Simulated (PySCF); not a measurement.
Question: Write Cartesian coordinates for `[F][Bi]([F])([F])([F])[F]` as optimised with PBE0-D3(BJ)/def2-SVP.

Answer: 
```
atom  x, y, z in Å
Bi1   -0.0118   -0.0033    0.0001
F2    -0.0986   -0.0326    1.9962
F3    -0.0059    0.0015   -1.9979
F4     1.9751    0.0477    0.0431
F5    -0.9348    1.7604   -0.0049
F6    -0.9241   -1.7736   -0.0365
```

Orientation and origin are arbitrary. Atoms count from 1 in this order. Bi1 (bismuth bonded to 5 F) is trigonal bipyramidal (τ5 = (β − α)/60° = 0.87 from the two widest angles, 177.6° and 125.1° (0 for a square pyramid, 1 for a trigonal bipyramid)).

Bonds between heavy atoms (Å): Bi1–F2 1.998, Bi1–F3 1.998, Bi1–F4 1.988, Bi1–F5 1.991, Bi1–F6 1.992.

Method: PBE0-D3(BJ)/def2-SVP geometry optimisation, gas phase, def2 core potentials past Kr (PySCF).

Point group: near D3h, missed by 0.20 Å at most; the miss may be what the optimiser left on a soft mode (C2v holds within 0.08 Å). No PBE0-D3(BJ)/def2-SVP frequencies stand behind this structure, so it isn't proved a minimum.

On Arm Neoverse V2, one thread, shared host, this took 27 s wall. This is the geometry optimisation.
